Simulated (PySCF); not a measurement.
**Kr(2+): ionisation energy**

Kr(2+) [Ar] 3d10 4s2 4p4 (3P) → Kr(3+) [Ar] 3d10 4s2 4p3 (4S), as a difference of total energies. Calculation: PySCF 2.14, in aug-cc-pVTZ-PP with ECP10MDF; scalar relativity through the core potential. Correlated levels: valence: 3s2 3p6 3d10 frozen. The calculations carry no spin-orbit coupling.

```
           method  ionisation energy (eV)
              UHF                  34.336
              LDA                  35.728
              PBE                  35.440
             PBE0                  35.482
           r2SCAN                  35.575
           M06-2X                  35.240
            M06-L                  35.284
          LC-wPBE                  35.624
           revPBE                  35.366
    MP2 (valence)                  35.055
SCS-MP2 (valence)                  35.129
```

Problem. How much does correlation contribute at MP2 (valence)?

Solution. 35.055 − (34.336) = 0.719 eV, measured against UHF.

The reference lies between the lowest fine-structure levels, while these numbers refer to the centres of the terms.

Errors of the correlated levels include the incompleteness of this basis and the frozen core.

For comparison: 35.838 ± 0.02 eV (measured; NIST Atomic Spectra Database, ionization energies).
